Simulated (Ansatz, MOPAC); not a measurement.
Pair of molecules: NH3 (SMILES N) (first 4 atoms) with C2H6O (SMILES COC); geometry from B3LYP-D3(BJ)/def2-TZVP, rigid monomers moved along the line of their centres of mass till H4···O6 is 3.07 Å.
(charge 0, multiplicity 1):
```csv
atom,x (Å),y (Å),z (Å)
N,0.4980,-0.0204,0.1666
H,-0.0370,0.5695,-0.4604
H,0.6913,-0.8832,-0.3290
H,-0.0986,-0.2479,0.9576
C,-0.4700,1.1806,4.1802
O,-0.5950,-0.2153,3.9868
C,0.5712,-0.9144,4.3774
H,0.3503,1.5901,3.5794
H,-0.2918,1.4178,5.2365
H,-1.4082,1.6367,3.8674
H,1.4376,-0.5982,3.7849
H,0.3862,-1.9742,4.2079
H,0.7888,-0.7550,5.4409
```

Interaction energies are E(AB) − E(A) − E(B) at the monomers' geometry in the complex; basis-set methods are counterpoise corrected.

The state that AM1, PM3 reach isn't checked.

The values were computed with Ansatz (Gaussian orbitals); MOPAC for AM1, PM3 (differences of heats of formation). 

Task: Estimate the interaction energy that AM1 returns for this input.

Result: -0.6 kcal/mol

Ansatz is an electronic-structure program.
